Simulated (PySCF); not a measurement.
Compound: C6H10OSi.
SMILES with atom numbers: `[CH3:1][CH2:2]/[CH:3]=[C:4]1\[CH:5]=[CH:6][O:7][SiH2:8]1` (hydrogens: H9, H10, H11 on C1; H12, H13 on C2; H14 on C3; H15 on C5; H16 on C6; H17, H18 on Si8)

The geometry is computed with GFN2-xTB (gas phase).

Q: List the bond lengths, angles and torsions at this level.

A: 
```csv
bond,length (Å)
C1–C2,1.530
C2–C3,1.496
C3=C4,1.337
C4–C5,1.456
C5=C6,1.333
C6–O7,1.359
O7–Si8,1.660
C4–Si8,1.892
"C1–H9, C1–H10, C1–H11",1.088
"C2–H12, C2–H13",1.092
C3–H14,1.083
C5–H15,1.075
C6–H16,1.078
"Si8–H17, Si8–H18",1.459
```

Bonds in one row agree within 0.01 Å and their mean is given. A selection of angles:
```csv
angle,degrees
C1–C2–C3,110.8
C2–C3–C4,127.1
C3–C4–C5,127.0
C3–C4–Si8,129.4
C5–C4–Si8,103.6
C4–C5–C6,113.5
C5–C6–O7,118.7
C6–O7–Si8,111.9
C4–Si8–O7,92.4
```

Torsions: C1–C2–C3–C4 -119° (anticlinal); C2–C3–C4–C5 -1° (synperiplanar); C3–C4–C5–C6 180° (antiperiplanar); C4–C5–C6–O7 0° (synperiplanar); C5–C6–O7–Si8 0° (synperiplanar); C6–O7–Si8–C4 0° (synperiplanar); C3–C4–Si8–O7 180° (antiperiplanar). The mirror-image conformer, all signs reversed, is as good.

Of the pairs four or more bonds apart, H12···H15 is among the closest relative to their van der Waals radii: 2.19 Å, 91 % of the sum of Bondi's values. The 5 C–C bonds span 1.333 Å (C5=C6, drawn double) to 1.530 Å (C1–C2, drawn single), a spread of 0.197 Å. Si8 (oxygen-bound silicon) has angles from 92.4° to 115.8°. The 5-membered ring C4–C5–C6–O7–Si8 has internal angles of 92.4° to 118.7° (sum 540°, against 540° for a flat polygon); it is planar, 0.00 Å rms from its mean plane, widest ring torsion 0°.

Point group: C1 (no symmetry element, even within 0.4 Å). GFN2-xTB frequencies: not computed here. One conformer, not necessarily the lowest.
